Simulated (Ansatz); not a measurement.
Ta₃B₃. Total charge 0; singlet. Geometry PBE-D4/def2-SVP.

```xyz
6

Ta    2.422   -0.340   -1.176
Ta   -1.442    0.710   -0.132
Ta    0.565    0.917   -1.673
B    -1.844   -0.386    1.545
B     0.661   -0.229    0.133
B    -0.362   -0.672    1.303
```

In the def2 sets Ta takes a core potential; there is no spin–orbit coupling. The restricted singlet is unstable towards broken spin symmetry at other levels; at PBE-D4/def2-SVP, r2SCAN-D4/def2-TZVPD, PBE0-D4/def2-SVP, PBE0-D4/def2-TZVPD and others this wasn't settled. At PBE0-D4/def2-TZVP a triplet of charge 0 lies 0.29 eV below the restricted singlet, each at its own geometry. The structure comes from a short search, and lower isomers may exist.

Task: Estimate the orbital energies around the gap (eV) in Ansatz with PBE-D4/def2-SVP, r2SCAN-D4/def2-TZVPD, PBE0-D4/def2-SVP, PBE0-D4/def2-TZVPD, ωB97M-V/def2-TZVP.

Result: 
```tsv
orbital	PBE-D4/def2-SVP	r2SCAN-D4/def2-TZVPD	PBE0-D4/def2-SVP	PBE0-D4/def2-TZVPD	ωB97M-V/def2-TZVP
HOMO−9	-7.66	-7.90	-8.79	-8.81	-11.01
HOMO−8	-6.63	-6.76	-7.59	-7.57	-9.66
HOMO−7	-6.10	-6.20	-6.97	-6.98	-9.18
HOMO−6	-6.02	-6.12	-6.90	-6.90	-9.06
HOMO−5	-5.37	-5.52	-6.21	-6.21	-8.24
HOMO−4	-5.11	-5.19	-5.88	-5.86	-7.91
HOMO−3	-4.90	-5.00	-5.71	-5.72	-7.71
HOMO−2	-4.84	-4.93	-5.65	-5.66	-7.60
HOMO−1	-4.30	-4.35	-5.13	-5.14	-7.18
HOMO	-4.23	-4.19	-4.73	-4.72	-6.34
LUMO	-3.78	-3.75	-3.19	-3.23	-1.48
LUMO+1	-3.38	-3.18	-2.64	-2.66	-1.06
LUMO+2	-3.27	-3.10	-2.53	-2.56	-0.73
LUMO+3	-2.59	-2.50	-1.85	-1.91	-0.21
LUMO+4	-2.51	-2.43	-1.79	-1.85	-0.03
LUMO+5	-2.24	-2.14	-1.58	-1.66	0.09
```
